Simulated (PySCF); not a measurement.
SMILES [CH3][Ge]([CH3])([CH3])[S]B(O)O (GFN2-xTB optimised geometry):

```
19

Ge    -0.321     0.627     0.000
C     -1.104    -0.350    -1.555
C     -0.981     2.506     0.000
C      1.676     0.627     0.000
S     -1.133    -0.169     1.951
B     -0.488    -1.841     1.831
O      0.238    -2.142     0.725
O     -0.684    -2.797     2.766
H     -0.895     0.204    -2.465
H     -2.181    -0.434    -1.442
H     -0.683    -1.345    -1.644
H     -0.611     3.043     0.868
H     -0.646     3.023    -0.894
H     -2.066     2.531     0.027
H      2.066    -0.381    -0.077
H      2.032     1.208    -0.844
H      2.050     1.079     0.914
H      0.564    -3.043     0.698
H     -1.199    -2.558     3.535
```

Method: PBE0/def2-SVP (PySCF 2.14.0).

Question: What are the frontier orbital energies and the dipole moment?

Answer: HOMO-2 -8.15 eV, HOMO-1 -7.96 eV, HOMO -6.86 eV, LUMO 1.04 eV, LUMO+1 1.56 eV; dipole moment 1.22 D.

On the same geometry PBE/def2-SVP (PySCF) gives HOMO-2 -6.86 eV, HOMO-1 -6.68 eV, HOMO -5.58 eV, LUMO 0.11 eV, LUMO+1 0.70 eV; dipole moment 1.21 D.

Meta-Löwdin charges at PBE0/def2-SVP: Ge1 0.75, C2 -0.50, C3 -0.51, C4 -0.50, S5 -0.26, B6 0.32, O7 -0.50, O8 -0.49, H9 0.11, H10 0.11, H11 0.12, H12 0.11, H13 0.11, H14 0.11, H15 0.12, H16 0.11, H17 0.11, H18 0.33, H19 0.34.
